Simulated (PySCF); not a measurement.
Electron correlation in Gd (gadolinium, neutral)

[Xe] 4f7 5d2 6s1, high-spin 11F determinant (an excited configuration). Calculation: PySCF 2.14, in cc-pVDZ-X2C; scalar relativity by spin-free X2C-1e. Frozen: [Ar] 3d10; 36 electrons correlated.

MP2 pair energies summed by pair of shells (mhartree):

```
 pair   energy  share (%)
4d-4f  -131.61       15.7
4f-5p  -112.33       13.4
5p-5p   -97.66       11.6
4d-4d   -94.98       11.3
4f-4f   -91.27       10.9
4d-5p   -68.45        8.2
5p-5d   -39.70        4.7
5s-5p   -29.50        3.5
4p-4d   -24.30        2.9
4f-5s   -22.88        2.7
4d-5s   -20.11        2.4
4p-4f   -18.36        2.2
4f-5d   -14.87        1.8
5p-6s   -13.60        1.6
4p-4p    -7.28        0.9
4d-5d    -6.79        0.8
5d-6s    -6.11        0.7
4p-5p    -5.90        0.7
5s-5s    -5.33        0.6
4s-4d    -4.46        0.5
5s-5d    -4.12        0.5
4s-4f    -4.02        0.5
4f-6s    -3.33        0.4
4p-5s    -3.10        0.4
5d-5d    -2.93        0.3
4s-4p    -2.38        0.3
4d-6s    -1.67        0.2
5s-6s    -0.63        0.1
4s-5p    -0.59        0.1
4s-4s    -0.53        0.1
```

Total MP2 correlation energy: -839.59 mhartree.

Same-spin part -377.63 and opposite-spin part -461.96 mhartree; SCS-MP2 scales them by 1/3 and 6/5 to -680.23 mhartree.

This basis was not built for core-valence correlation, so the inner-shell part is incomplete.
